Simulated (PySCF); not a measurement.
C₂H₅AlO, SMILES C=[CH][AlH][OH]. Atoms are numbered in the order given.

```xyz
9

Al    -0.6090     0.7020     0.0000
H     -1.9388     1.5710     0.0000
C     -0.5409    -1.2349     0.0000
C      0.6382    -1.8784     0.0000
H     -1.4465    -1.8581     0.0000
H      0.7163    -2.9738     0.0000
H      1.5906    -1.3340     0.0000
O      0.9175     1.4671     0.0000
H      1.0715     2.4124     0.0000
```

Geometry optimised at PBE0-D3(BJ)/def2-SVP. One conformer was computed; it need not be the lowest.

Level of theory: M06-2X/def2-TZVP (PySCF).

ESP charges are fitted to the potential on shells at 1.4 to 2.0 van der Waals radii. Atomic charges (e):

| atom | meta-Löwdin | ESP fit |
|---|---|---|
| Al1 | 0.86 | 0.90 |
| H2 | -0.16 | -0.29 |
| C3 | -0.41 | -0.38 |
| C4 | -0.19 | -0.30 |
| H5 | 0.12 | 0.13 |
| H6 | 0.11 | 0.16 |
| H7 | 0.12 | 0.16 |
| O8 | -0.80 | -0.78 |
| H9 | 0.35 | 0.40 |
